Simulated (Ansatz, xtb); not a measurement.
**Relaxing a trial structure of F2GeNP**

The starting geometry of this gas-phase singlet was built from a drawn formula by distance geometry; its bonds are those of `N#[P]=[Ge]([F])[F]`.

```json
{"atom": "F", "x (Å)": "-0.4331", "y (Å)": "1.3295", "z (Å)": "0.7538"}
{"atom": "F", "x (Å)": "1.7077", "y (Å)": "0.2076", "z (Å)": "2.0145"}
{"atom": "Ge", "x (Å)": "-0.1205", "y (Å)": "-0.0306", "z (Å)": "1.7173"}
{"atom": "N", "x (Å)": "-1.5446", "y (Å)": "-3.1269", "z (Å)": "1.8756"}
{"atom": "P", "x (Å)": "-0.9147", "y (Å)": "-1.8186", "z (Å)": "1.7996"}
```

Q: Where would you expect an optimisation with r2SCAN-D4/def2-SVP to take it?

A: A bond breaks, giving a structure given below by its coordinates. Contacts that open: Ge3–P5 (1.96 → 3.73 Å).

The energy falls by 4.97 eV over 24 steps:

```json
{"step": "1", "E − E(last) (eV)": "4.972"}
{"step": "4", "E − E(last) (eV)": "1.157"}
{"step": "6", "E − E(last) (eV)": "0.647"}
{"step": "9", "E − E(last) (eV)": "0.522"}
{"step": "11", "E − E(last) (eV)": "0.458"}
{"step": "14", "E − E(last) (eV)": "0.353"}
{"step": "16", "E − E(last) (eV)": "0.272"}
{"step": "19", "E − E(last) (eV)": "0.071"}
{"step": "21", "E − E(last) (eV)": "0.006"}
{"step": "24", "E − E(last) (eV)": "0.000"}
```

Final geometry (Å):

```
atom    x (Å)    y (Å)   z (Å)
   F  -0.6808   0.8532  0.8108
   F   1.4054  -0.1680  2.0547
  Ge  -0.2017   0.4529  2.4693
   N  -0.8917  -1.6949  1.8630
   P  -0.9364  -2.8822  0.9629
```

From the same start GFN2-xTB reaches the same bonding as this run.

The end wasn't checked by frequencies. Run with Ansatz 0.2.0, 46 s on 1 thread of Intel(R) Xeon(R) 6975P-C (Granite Rapids), on a shared host.
